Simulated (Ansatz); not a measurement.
GaH2(SiH3) (GaSiH5), relaxed as a singlet with RKS B3LYP-D4/def2-TZVP in Ansatz, starting from the GFN2-xTB geometry. Force threshold 0.02 eV/Å.

Start:

```xyz
7

Ga    0.267   -0.164    1.293
H     1.722   -0.373    1.966
H    -0.783   -0.211    2.519
Si   -0.218    0.139   -1.042
H    -1.549   -0.395   -1.396
H     0.768   -0.555   -1.894
H    -0.207    1.559   -1.446
```

Task: Estimate the energy that the relaxation releases and the steps that it takes.

Result: 2.0 kcal/mol, in 4 steps; 4.3 s on 2 threads of AMD EPYC 7R13 on a shared host. No frequencies were taken in this run, so the end may be a saddle point.

Task: Does the start keep its bonding and symmetry?

Result: By distances, no bond broke or formed. The bond that changes most is Ga1–H2, from 1.62 to 1.58 Å (atoms count from 1). Point group Cs at the start, Cs at the end, both within 0.05 Å.

Task: Predict the relaxed structure.

Result: 
```xyz
7

Ga    0.280   -0.172    1.343
H     1.762   -0.348    1.845
H    -0.868   -0.178    2.422
Si   -0.214    0.113   -1.014
H    -1.559   -0.406   -1.368
H     0.786   -0.569   -1.874
H    -0.187    1.561   -1.353
```
Bond lengths: 1 × Ga–Si 2.42 Å; 3 × H–Si 1.48 to 1.49 Å; 2 × Ga–H 1.58 Å.
